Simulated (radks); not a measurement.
Valence configurations of Cl I (all share [Ne]). Calculated with a radial shooting solver on a logarithmic mesh with Libxc functionals: scalar-relativistic Kohn-Sham, SCAN, spin-unpolarised, spherical densities, finite nucleus; meta-GGA in the generalised Kohn-Sham scheme; Fermi nuclear charge, rms radius 3.3654 fm. Energies are relative to 3s2 3p5; eigenvalues in eV.

3s2 3p5: E (eV) 0.000; e(3p) -8.924; e(3s) -21.643
3s1.5 3p5.5: E (eV) 6.380; e(3p) -9.219; e(3s) -21.991
3s1 3p6: E (eV) 12.772; e(3p) -9.505; e(3s) -22.323

NIST lists [Ne] 3s2 3p5 as the ground configuration; this level of theory agrees among the configurations tried. The energies are those of spherical spin-averaged densities, not of single terms.
